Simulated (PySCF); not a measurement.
**Two structures, one formula**

The two ends of one reaction step of GeH5SeF, closed shell (PBE0-D4/def2-TZVP).

A:

```xyz
8
angstrom
Ge -0.5217 0.8534 -0.6538
F 0.5036 -2.6627 0.0822
H -0.3904 2.3781 -0.7520
H -1.9728 0.4095 -0.8515
H 0.4279 0.1507 -1.6265
H 0.3943 -1.9131 0.6335
Se -0.0078 0.1799 1.5658
H 1.3954 0.6018 1.4565
```

B:

```
atom    x (Å)    y (Å)    z (Å)
 Ge1  -0.4417  -0.2268  -1.2972
  F2   0.3200  -1.3960  -0.2411
  H3   0.4761   0.9985  -1.3159
  H4  -1.8202   0.0628  -0.6964
  H5  -0.5265  -0.9201  -2.6638
  H6   0.4950  -0.3838   1.8615
 Se7   0.1693   0.9091   2.4769
  H8   1.4866   1.4471   2.1224
```

Computed with PySCF 2.14 with density fitting (its default auxiliary sets; JK sets also for MP2 and CCSD(T)) (basis: def2-TZVPP); correlated methods freeze the cores. Filled d shells of the heavier atoms are correlated. The def2 sets are not built for correlating such inner shells, so the correlated values are less sure here. B3LYP uses VWN-RPA correlation.

**Question.** Which structure is lower at CCSD(T), and by how much? (An estimate is asked for; the value comes from the calculation.)

**Answer.** By the calculation: A, by 14.0 kJ/mol (electronic energy, against the other). By their contacts, A is a complex of GeH₄Se ([GeH3][SeH]) + HF and B is a complex of GeH₃F ([F][GeH3]) + H₂Se.

**Question.** Do the other methods give the same order? (Judge from chemistry; the calculation decides.)

**Answer.** Computed: Not all: HF gives the other order.

| method | E(B) − E(A) (kJ/mol) |
| --- | --- |
| SPW92 | 31.6 |
| PBE-D4 | 25.5 |
| r2SCAN-D4 | 15.5 |
| PBE0-D4 | 25.6 |
| B3LYP-D4 | 13.2 |
| BHLYP-D4 | 10.2 |
| wB97M-V | 11.9 |
| HF | -6.7 |
| MP2 | 20.2 |
| CCSD | 11.4 |
| CCSD(T) | 14.0 |

No T1 diagnostic of these runs exceeds 0.011.

Labels in which every atom is bracketed show which atoms are joined, not bond orders.

For scale, one of the runs: CCSD(T)/def2-TZVPP, 197 basis functions, launched by `OMP_NUM_THREADS=4 python run.py`. The run took 13 min on 4 CPU threads of an Arm Neoverse V1 (shared host), with 3.4 GiB of host memory at its peak.
